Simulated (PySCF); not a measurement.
The complex [VI3]- (charge -1) contains V(II), shell d3. The structure is a model geometry with rigid ligands and bond lengths from ionic radii, not a minimum; coordination trigonal planar, point group D3h, metal–donor distances 2.67 Å.

```
4

V     0.0000    0.0000    0.0000
I     2.6700    0.0000    0.0000
I    -1.3350    2.3123    0.0000
I    -1.3350   -2.3123    0.0000
```

Method (PySCF 2.14, density fitting): CASSCF(3,5) with orbitals averaged over all microstates of the shell, strongly contracted NEVPT2 on the averaged canonical orbitals; basis x2c-TZVPall on the metal, x2c-SVPall elsewhere; spin-free X2C; IEF-PCM water; spin-orbit coupling by state interaction with the mean-field operator over all roots.

**Question.** Which term lies lowest, and with what spin?

**Answer.** 4A1'' (S = 3/2, orbital degeneracy 1), orbital occupations from the lowest 1.0 0.5 0.5 0.5 0.5, by NEVPT2, but only 48 cm⁻¹ below 4A2'', which doesn't decide their order.

**Question.** Where do the spin-allowed transitions within the shell lie?

**Answer.** By NEVPT2: 4A2'' at 48 cm⁻¹; 4A2' at 914 cm⁻¹; 4E' at 1226 cm⁻¹; 4E'' at 1676 cm⁻¹; 4A2' at 9278 cm⁻¹ (1078 nm); 4E'' at 14340 cm⁻¹ (697 nm). The strongest, at 14340 cm⁻¹, has f = 8.2e-04.

**Question.** Which is the lowest state of another spin?

**Answer.** 2E'' at 11948 cm⁻¹ by NEVPT2; CASSCF alone puts it at 13557 cm⁻¹ above the same ground state.

**Question.** What ligand-field parameters describe the result?

**Answer.** At CASSCF level (the NEVPT2 levels don't fit a ligand-field model well): orbital energies 0, 876, 878, 4785, 4787 cm⁻¹; B = 865 cm⁻¹; C = 3266 cm⁻¹; B over its free-ion value at the same level 0.896; rms of the fit 146 cm⁻¹; ζ = 129 cm⁻¹ (free ion 174).

**Question.** What magnetic behaviour follows?

**Answer.** Degenerate or low-lying orbital states mix with the ground state, so no spin-only Hamiltonian applies. The lowest spin-orbit level is 2-fold, effective g = 0.00, 0.00, 0.72; the next lies at 85.9 cm⁻¹. μeff is 4.03 μB at 300 K and 1.01 μB at 10 K; the spin-only value is 3.88 μB.

The geometry is a model, and the complex may not exist in this form. 4A2'' (48 cm⁻¹) lies within 300 cm⁻¹ of 4A1'' at NEVPT2 level, inside the method's error: their order is undecided, and g values and low-temperature moments can hang on it.

The job took 24 s on one thread of Intel Xeon 6975P-C (shared host), with 156 basis functions, launched as `OMP_NUM_THREADS=1 python lf_run.py task.json out`.
